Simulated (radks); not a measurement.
Ar2+, 16 electrons, occupied as [Ne] 3s2 3p4.

Method: non-relativistic Kohn-Sham, exchange-only B88, spin-polarised, spherical densities, point nucleus; open shells are filled with parallel spins first; computed with a radial shooting solver on a logarithmic mesh with Libxc functionals.

Energy parts (Ry):
total: -1050.57268
kinetic: 1050.57268
electron-nucleus: -2469.86047
Hartree: 427.49369
exchange: -58.77858

Orbitals (lengths in bohr, moments of r in powers of bohr):
\begin{tabular}{lrrrr}
orbital & occ. & eigenvalue (Ry) & <1/r> & <r> \\ \hline
1s up & 1 & -230.6329 & 17.55 & 0.08620 \\
1s down & 1 & -230.5979 & 17.55 & 0.08619 \\
2s up & 1 & -23.77601 & 3.526 & 0.4164 \\
2s down & 1 & -23.74185 & 3.526 & 0.4161 \\
2p up & 3 & -19.02917 & 3.447 & 0.3771 \\
2p down & 3 & -18.98198 & 3.447 & 0.3769 \\
3s up & 1 & -3.70407 & 1.041 & 1.332 \\
3s down & 1 & -3.47953 & 1.035 & 1.343 \\
3p up & 3 & -2.61150 & 0.9285 & 1.463 \\
3p down & 1 & -2.40018 & 0.9155 & 1.489 \\
\end{tabular}

The highest occupied level is 3p down at -32.656 eV. The spin density at the nucleus is -0.1010 e/bohr^3 (1s -0.3290, 2s 0.0733, 3s 0.1547), a Fermi contact field of -5.3 T.
